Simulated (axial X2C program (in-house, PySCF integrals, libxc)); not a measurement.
Spectroscopic constants of Te₂⁺

All values were computed with an axial X2C code built on PySCF integrals. Spin-free means the one-electron spin-free X2C Hamiltonian; two-component (2c) means X2C with spin–orbit coupling and atomic mean-field two-electron Coulomb and Gaunt terms, so the difference of the two also holds small scalar two-electron terms. Basis: Te dyall-cv3z [11s12p8d4f1g] (cores contracted in-house); Gaussian nuclei, density fitting, unrestricted open shells. Masses: Te 129.906 u.

The run was started with this input:
```json
{"zs": [52, 52], "q": 1, "bas": ["dyall-cv3z", "dyall-cv3z"], "levels": ["PBE0", "HF", "TPSS"], "cc": true, "r0": 2.56, "thr": -1.0, "nmax": 90, "npts": 10, "nst": 2, "ntry": 6}
```
```bash
python so2c.py task.json out
```

Keys: zs atomic numbers; q charge; bas basis sets; levels methods; cc coupled cluster on or off; r0 starting distance in Å; thr threshold in hartree for freezing inner shells (an s shell follows its p shell); nmax most natural virtual spinors; npts points on the curve; nst determinants followed; ntry starts of the search. HF also brings MP2.

State, spin-free: M_S = 1/2, Λ = 1 (beyond evenly filled blocks: π+α); electrons by block: σα: 21, σβ: 21, π+α: 12, π+β: 11, π-α: 11, π-β: 11, δ+α: 4, δ+β: 4, δ-α: 4, δ-β: 4. Fragments: Te+ + Te.

State, 2c: Ω = 1/2 (⟨Sz⟩ = -0.49, ⟨Lz⟩ = 0.99 at TPSS); electrons by block: 1/2: 33, -1/2: 32, 3/2: 15, -3/2: 15, 5/2: 4, -5/2: 4. Fragments: Te+ + Te.

| Hamiltonian | level | Re (Å) | ωe (cm⁻¹) | ωexe (cm⁻¹) | Be (cm⁻¹) | αe (cm⁻¹) | De (eV) | k (mdyn/Å) |
| --- | --- | --- | --- | --- | --- | --- | --- | --- |
| spin-free | PBE0 | 2.474 | 293.3 | 0.434 | 0.0424 | 8.38e-05 | 3.39 | 3.29 |
| spin-free | TPSS | 2.504 | 274.5 | 0.459 | 0.04138 | 9e-05 | 3.78 | 2.88 |
| 2c | TPSS | 2.511 | 270.1 | 0.478 | 0.04117 | 9.25e-05 | 3.81 | 2.79 |

Occupations by symmetry block were frozen at the best pattern of an incomplete PBE0 search. Dissociation energies refer to the lowest single-determinant-based atoms at the same level and basis. Density functionals use the spin component along the axis (collinear). Without a current term, density functionals place determinants with orbital angular momentum somewhat too high.

No reliable constants came from CCSD (2c), CCSD (spin-free), CCSD(T) (2c), CCSD(T) (spin-free), HF (2c), HF (spin-free), MP2 (2c), MP2 (spin-free), PBE0 (2c): no minimum in range, unconverged points, a curve that is not smooth, a change of character along it, or the two Hamiltonians disagreeing along it.

Rough cost a point (2c) on 1 thread(s) of a shared host, integrals apart: TPSS 1.6 s.

The whole task took 4.6 min on 1 thread of Arm Neoverse V1 (shared host).
